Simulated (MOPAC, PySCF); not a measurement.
C6H6Al2, SMILES `[CH]1=C[C]2=[C](C=[CH][AlH]2)[AlH]1`, neutral singlet in the gas phase. 

Cartesian coordinates (Å):
```xyz
14

C     -2.5933    -0.1916    -0.1023
C     -1.7229     0.8634    -0.1035
C     -0.2484     0.6457    -0.0336
C      0.2484    -0.6457     0.0337
C      1.7229    -0.8634     0.1036
C      2.5933     0.1916     0.1023
Al     1.4032     1.7454    -0.0037
Al    -1.4032    -1.7454     0.0036
H     -3.6776    -0.0099    -0.1546
H     -2.0752     1.9124    -0.1561
H      2.0752    -1.9124     0.1563
H      3.6776     0.0099     0.1545
H      1.6651     3.3246    -0.0496
H     -1.6651    -3.3246     0.0491
```
Charge 0, multiplicity 1.

All levels are single points at this geometry (PBE-D3(BJ)/def2-SVP); Pople sets use spherical d functions. Orbital energies aren't observables, and empty levels follow the basis.

```json
[
 {"level": "PBE-D3(BJ)/def2-TZVP in PySCF", "HOMO (eV)": "-5.12", "LUMO (eV)": "-3.64", "gap (eV)": "1.48", "dipole (D)": "0.00", "vertical IE, Delta-SCF (eV)": "7.58"},
 {"level": "B3LYP/6-311+G** in PySCF", "HOMO (eV)": "-5.76", "LUMO (eV)": "-3.03", "gap (eV)": "2.73", "dipole (D)": "0.00", "vertical IE, Delta-SCF (eV)": "–"},
 {"level": "B3LYP/LANL2DZ in PySCF", "HOMO (eV)": "-5.63", "LUMO (eV)": "-2.94", "gap (eV)": "2.70", "dipole (D)": "0.00", "vertical IE, Delta-SCF (eV)": "–"},
 {"level": "M06-2X/6-31G* in PySCF", "HOMO (eV)": "-6.76", "LUMO (eV)": "-1.97", "gap (eV)": "4.79", "dipole (D)": "0.00", "vertical IE, Delta-SCF (eV)": "–"},
 {"level": "PBE/6-31G* in PySCF", "HOMO (eV)": "-4.83", "LUMO (eV)": "-3.45", "gap (eV)": "1.38", "dipole (D)": "0.00", "vertical IE, Delta-SCF (eV)": "7.38"},
 {"level": "PM3 in MOPAC", "HOMO (eV)": "-8.36", "LUMO (eV)": "-2.43", "gap (eV)": "5.93", "dipole (D)": "0.00", "vertical IE, Delta-SCF (eV)": "–"}
]
```
